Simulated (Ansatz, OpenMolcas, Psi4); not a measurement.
Computed against measured: atomisation enthalpy at 298 K

6 molecules; the atomisation enthalpy at 298 K in kJ/mol, computed less measured. Shapes, held fixed at every level: PBE0-D4/def2-TZVP. Flexible molecules stand in one conformer, not always the lowest. Thermal terms are harmonic and unscaled (PBE0-D4/def2-TZVP); the spin-orbit lowering of the free atoms is taken from their spectra. Programs: Ansatz 0.2.0, OpenMolcas 26.06, Psi4 1.11. A level may come from different programs for different species; with the same settings they agree closely. Measured values: Active Thermochemical Tables, CRC Handbook of Chemistry and Physics, NIST-JANAF tables.

Levels: A = revPBE/cc-pVTZ; B = BHLYP/cc-pVTZ; C = B3LYP-D4/def2-TZVPP; D = r2SCAN0-D4/def2-TZVPP.

```json
{"molecule": "HBr (hydrogen bromide)", "from tabulated heats": "366", "A": "-14", "B": "-20", "C": "-7", "D": "-8"}
{"molecule": "CO2 (SMILES O=C=O)", "from tabulated heats": "1609", "A": "+37", "B": "-139", "C": "-5", "D": "-63"}
{"molecule": "SiO2 (silicon dioxide molecule)", "from tabulated heats": "1254", "A": "-51", "B": "-200", "C": "-51", "D": "-115"}
{"molecule": "C2HO (ethynyloxy radical)", "from tabulated heats": "1723", "A": "+49", "B": "-103", "C": "+19", "D": "-28"}
{"molecule": "HOCN (cyanic acid)", "from tabulated heats": "1671", "A": "+19", "B": "-131", "C": "+2", "D": "-83"}
{"molecule": "CH2O2 (formic acid)", "from tabulated heats": "2030", "A": "-3", "B": "-137", "C": "-8", "D": "-66"}
```

(1) Sum up the errors.

Results:

(1) 
| level | kind | mean error | mean absolute error | worst case |
| --- | --- | --- | --- | --- |
| revPBE/cc-pVTZ | GGA | +6.2 | 28.8 | SiO2 |
| BHLYP/cc-pVTZ | global hybrid | -121.7 | 121.7 | SiO2 |
| B3LYP-D4/def2-TZVPP | global hybrid | -8.3 | 15.3 | SiO2 |
| r2SCAN0-D4/def2-TZVPP | global hybrid | -60.5 | 60.5 | SiO2 |

On this set B3LYP-D4/def2-TZVPP has the smallest mean absolute error and BHLYP/cc-pVTZ the largest. BHLYP/cc-pVTZ is too low in 6 of 6; B3LYP-D4/def2-TZVPP is too low in 4 of 6; r2SCAN0-D4/def2-TZVPP is too low in 6 of 6. The tabulated value of SiO2 is in doubt (older tables, estimates, or at odds with other calculations) and kept here. Over the 5 molecules whose values aren't doubted the mean absolute errors are A 24.4; B 106.0; C 8.2; D 49.6. Open shells run unrestricted. Relativity is left out for Br. The set is small.
